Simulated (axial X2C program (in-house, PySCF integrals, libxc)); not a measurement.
# GaS at several levels of theory

Calculated with an in-house all-electron X2C program for linear molecules (integrals from PySCF). Spin-free means the one-electron spin-free X2C Hamiltonian; two-component (2c) means X2C with spin–orbit coupling and atomic mean-field two-electron Coulomb and Gaunt terms, so the difference of the two also holds small scalar two-electron terms. Basis: Ga dyall-cv3z [9s9p7d4f1g], S dyall-av3z [9s8p3d2f] (cores contracted in-house); Gaussian nuclei, density fitting, unrestricted open shells. Masses: Ga 68.926 u, S 31.972 u.

The run was started with this input:
```json
{"zs": [31, 16], "q": 0, "bas": ["dyall-cv3z", "dyall-av3z"], "levels": ["PBE0", "HF", "TPSSh"], "cc": true, "r0": 2.11, "thr": -1.0, "nmax": 90, "npts": 10, "nst": 2, "ntry": 6}
```
```bash
python so2c.py task.json out
```

Keys: zs atomic numbers; q charge; bas basis sets; levels methods; cc coupled cluster on or off; r0 starting distance in Å; thr threshold in hartree for freezing inner shells (an s shell follows its p shell); nmax most natural virtual spinors; npts points on the curve; nst determinants followed; ntry starts of the search. HF also brings MP2.

State, spin-free: M_S = 1/2, Λ = 0 (beyond evenly filled blocks: σα); electrons by block: σα: 12, σβ: 11, π+α: 5, π+β: 5, π-α: 5, π-β: 5, δ+α: 1, δ+β: 1, δ-α: 1, δ-β: 1. Fragments: Ga + S.

State, 2c: Ω = 1/2 (⟨Sz⟩ = 0.50, ⟨Lz⟩ = 0.00 at TPSSh); electrons by block: 1/2: 17, -1/2: 16, 3/2: 6, -3/2: 6, 5/2: 1, -5/2: 1. Fragments: Ga + S.

```csv
Hamiltonian,level,Re (Å),ωe (cm⁻¹),αe (cm⁻¹),De (eV),D0 (eV),k (mdyn/Å),μ (D)
spin-free,PBE0,2.068,456.5,0.00117,3.64,3.61,2.68,-3.39
spin-free,HF,2.100,378.7,0.00178,1.93,1.90,1.85,-4.16
spin-free,CCSD,2.095,440.7,0.00118,3.26,3.24,2.5,n/a
spin-free,CCSD(T),2.091,455.6,0.00116,3.49,3.46,2.67,n/a
spin-free,TPSSh,2.069,455.8,0.00115,3.70,3.67,2.67,-3.29
2c,TPSSh,2.070,455.3,0.00115,n/a,n/a,2.67,-3.30
```

Correlated methods: 9 electrons correlated (number of frozen shells: Ga 3 s, 2 p, 1 d; S 2 s, 1 p), 259 virtual spin orbitals or spinors in MP2, 89 natural virtuals in coupled cluster.

Dipoles are positive if S is the positive end.

The state is one determinant whose occupation by symmetry is held fixed; it was picked as the lowest of a PBE0 search that is not exhaustive. De is counted from the lowest determinant-based energies of the atoms at the same level, without counterpoise correction. De is not given where an atomic determinant may have missed its ground term or J level, or where the truncated virtual space spoils (T). Density functionals use the spin component along the axis (collinear). Coupled cluster ran in a truncated set of natural virtual spinors; the MP2 energy of the rest was added. (T) has no such correction and the atoms are truncated less, which lowers De at CCSD(T) by a hundredth of an eV or more. The functionals have no current-density term, which raises determinants with orbital currents, atoms included. With the outer-core shells frozen, correlated bond lengths of heavy atoms tend to come out a few hundredths of an ångström too long.

No reliable constants came from CCSD (2c), CCSD(T) (2c), HF (2c), MP2 (2c), MP2 (spin-free), PBE0 (2c): no minimum in range, unconverged points, a curve that is not smooth, a change of character along it, or the two Hamiltonians disagreeing along it.

Rough cost a point (2c) on 1 thread(s) of a shared host, integrals apart: TPSSh 1.2 s.

The whole task took 2.3 min on 1 thread of Arm Neoverse V1, on a shared host.
